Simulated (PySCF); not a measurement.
# Two-component Hartree-Fock for Se(16+) (selenium, charge +16)

Start: [Ar]. Calculated with PySCF 2.14 in an even-tempered Gaussian basis (19 s from 0.48 bohr⁻², ratio 2.6; 14 p from 0.62 bohr⁻², ratio 2.6; 6 d from 0.64 bohr⁻², ratio 2.8; 3 f from 16 bohr⁻², ratio 2.8): generalised Hartree-Fock with the X2C-1e Hamiltonian and a Gaussian nucleus; spin-orbit coupling (SO) screened by Boettger's factors.

```csv
spinor shell,electrons,"ε, screened SO (eV)",weight of nominal j (screened SO),"rms radius, screened SO (bohr)"
1s1/2,2,-13307.9,1.000,0.0508
2s1/2,2,-2268.1,1.000,0.210
2p1/2,2,-2088.5,1.000,0.185
2p3/2,4,-2045.6,1.000,0.188
3s1/2,2,-726.51,1.000,0.544
3p1/2,2,-659.20,1.000,0.539
3p3/2,4,-650.72,1.000,0.545
```

```
   quantity  screened SO
E (hartree)  -2299.77091
        M_J            0
       ⟨J²⟩        0.000
       ⟨L²⟩        0.002
       ⟨S²⟩        0.002
```
